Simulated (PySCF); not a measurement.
```xyz
3
charge -1 multiplicity 1, angstrom
Bi    0.0000   -0.1516    0.0000
O     0.0000    1.0086    1.6109
O     0.0000    1.0086   -1.6109
```

Computed with PBE in PySCF with Bi def2-TZVPD with ECP60, O def2-TZVPD; scalar-relativistic core potentials, no spin–orbit coupling; density-fitted integrals.

This geometry of BiO₂⁻ is a stationary point at this level.

(1) What is the point group?

(2) Is it a minimum?

(3) Which band is strongest in the infrared?

(4) What are the dipole moment and the gap between the highest occupied and lowest empty levels?

(5) Give the atomic charges and bond orders.

## Answers

(1) C2v.

(2) Yes: all harmonic wavenumbers are real.

(3) 635 cm⁻¹ (b2), 198 km/mol.

(4) 5.96 D about the centre of mass and 1.85 eV.

(5) 
```csv
atom,Mulliken,Löwdin,polar tensor,Mayer order to Bi1
Bi1,0.67,0.95,0.70,–
"O2,3",-0.84,-0.98,-0.85,1.49
```

Only a few start shapes were tried, so a lower isomer may exist. The lowest empty level of this anion is unbound, so it and the gap depend on the basis. Spin–orbit coupling, left out here, can matter for elements this heavy.
